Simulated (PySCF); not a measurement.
C6H9O (charge +1).
Bonds: C1–C2 (triple), C2–C3, C3–C4, C3–C5, C5–O6, O6–C7. Hydrogens: H8 on C1; H9, H10, H11 on C4; H12, H13 on C5; H14, H15, H16 on C7.

A GFN2-xTB structure was refined with PBE0-D3(BJ)/def2-SVP geometry optimisation, gas phase in PySCF 2.14.0. Its GFN2-xTB values:

| coordinate | GFN2-xTB |
| --- | --- |
| C1≡C2 | 1.211 Å |
| C1–H8 | 1.055 Å |
| C2–C3 | 1.383 Å |
| C3–C4 | 1.444 Å |
| C3–C5 | 1.467 Å |
| C4–H9 | 1.098 Å |
| C4–H10 | 1.086 Å |
| C5–O6 | 1.382 Å |
| C5–H12 | 1.111 Å |
| O6–C7 | 1.419 Å |
| C7–H14 | 1.093 Å |
| C1–C2–C3 | 178.3° |
| C2–C3–C4 | 121.5° |
| C2–C3–C5 | 119.7° |
| C3–C5–O6 | 111.8° |
| C4–C3–C5 | 118.9° |
| C5–O6–C7 | 115.2° |

Question: How do these coordinates change at the PBE0-D3(BJ)/def2-SVP level?

Answer: 
```
coordinate  PBE0-D3(BJ)/def2-SVP (Å or °)  change
     C1–H8                          1.082  +0.027
     C5–O6                          1.361  -0.021
     C4–H9                          1.110  +0.012
     C1≡C2                          1.221  +0.010
    C7–H14                          1.103  +0.010
     C3–C4                          1.453  +0.009
    C5–H12                          1.119  +0.008
    C4–H10                          1.094  +0.008
     C3–C5                          1.472  +0.005
     C2–C3                          1.388  +0.005
     O6–C7                          1.418  -0.001
  C1–C2–C3                          178.8    +0.5
  C2–C3–C4                          121.8    +0.3
  C2–C3–C5                          119.4    -0.3
  C3–C5–O6                          111.7    -0.1
  C4–C3–C5                          118.7    -0.2
  C5–O6–C7                          115.3    +0.1
```

The energy falls by 0.053 eV over 5 energy and gradient evaluations, the largest force component goes from 0.0169 to 4.3e-04 Eh/bohr, and the atoms move by 0.025 Å rms after alignment. The bond that changes most is C1–H8 (ends: carbon bonded to C and H; alkyne hydrogen), which lengthens by 0.027 Å. Bonds longer at the end by more than 0.005 Å: 12 of 15; shorter: 1. Rotational constants go from 6447, 1375, 1157 to 6350, 1380, 1158 MHz.

The run used 143 basis functions and 36 SCF cycles in all.

Not checked by PBE0-D3(BJ)/def2-SVP frequencies.

Shape of the structure used: `[CH:1]#[C:2][C+:3]([CH3:4])[CH2:5][O:6][CH3:7]`: C2–C3–C5–O6 180°, C3–C5–O6–C7 179°.

One conformer stands for the species.
